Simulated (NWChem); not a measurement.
Molecule: InH$_{2}$Br; SMILES [Br][InH2]

Computed with NWChem. This build's default masses of Se (78.918 u) and Br (79.917 u) are each other's, which moves their modes by up to 0.6 %. The level has its own optimisation; frequencies are unscaled.

Q: What does the run give for B3LYP/3-21G (all-electron, non-relativistic)? Quantities: r H–In (Å); r Br–In (Å); highest harmonic frequency (cm⁻¹); lowest (cm⁻¹); zero-point energy (kcal/mol).

A: 
```
Property                           Result
---------------------------------  ------
r H–In (Å)                          1.758
r Br–In (Å)                         2.554
highest harmonic frequency (cm⁻¹)    1794
lowest (cm⁻¹)                         244
zero-point energy (kcal/mol)          7.6
```
